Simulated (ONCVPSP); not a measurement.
# Before and after: ONCV potential for Cr

Cr (Z = 24), optimised norm-conserving Vanderbilt (ONCV), made with ONCVPSP 4.0.1 (PBE, scalar-relativistic). Core [Ne], reference 3s2 3p6 3d5 4p1. Waves: 3s: rc 1.15 bohr, ncon 4, nbas 8, qcut 12.7 1/bohr, 1 projector; 3p+4p: rc 1.85 bohr, ncon 4, nbas 8, qcut 9.5 1/bohr, 2 projectors; 3d: rc 2.20 bohr, ncon 4, nbas 8, qcut 5.9 1/bohr, 1 projector. Local part: polynomial inside 1.05 bohr (lpopt 5, dvloc0 0 Ha). Core correction: Teter function, fcfact 5, rcfact 1.75.

Change: core [Ne] 3s2, valence charge 12; reference 3p6 3d5 4s1; waves now 4s: rc 3.00 bohr, ncon 4, nbas 7, qcut 1.7 1/bohr, 2 projectors, debl 3.3 Ha; 3p: rc 0.90 bohr, ncon 4, nbas 7, qcut 8.9 1/bohr, 2 projectors, debl 3.6 Ha; 3d: rc 2.25 bohr, ncon 4, nbas 9, qcut 6.5 1/bohr, 3 projectors, debl 1.3 Ha; local potential polynomial inside 0.85 bohr (lpopt 5, dvloc0 1 Ha).

Cutoffs: the cutoffs (Ha) at which the residual kinetic energy of the hardest occupied pseudo-wave falls to 1 and 0.1 mHa per electron; they do not see the model core or the augmentation charge, which bear on the density cutoff. Errors are all-electron minus pseudo energies relative to the spin-unpolarised reference configuration.

Question: What does the change do?

Answer: The potential gets neither clearly harder nor softer (48 Ha and 57 Ha → 47 Ha and 159 Ha); a bound ghost appears in s, which as a rule spoils a file; the number of tests with a reliable result goes from 4 to 3. Several settings change at once here, so the effects cannot be laid on one of them.

```tsv
quantity	base	changed
cutoff, loose	48 Ha	47 Ha
cutoff, tight	57 Ha	159 Ha
loose cutoff by channel	s 48 Ha, p 25 Ha, d 17 Ha	s 6.1 Ha, p 47 Ha, d 17 Ha
bound ghosts	none	s
GHOST(+) flags under 300 eV	none	none
tests with a reliable result	4 of 4	3 of 4
rms error of d²Exc/dni dnj with the model core, mHa	3.18	1.81
```

 A true bound ghost makes a file unfit for plane-wave use even where its test errors are small: the radial tests pick states by their node count and pass the ghost by.
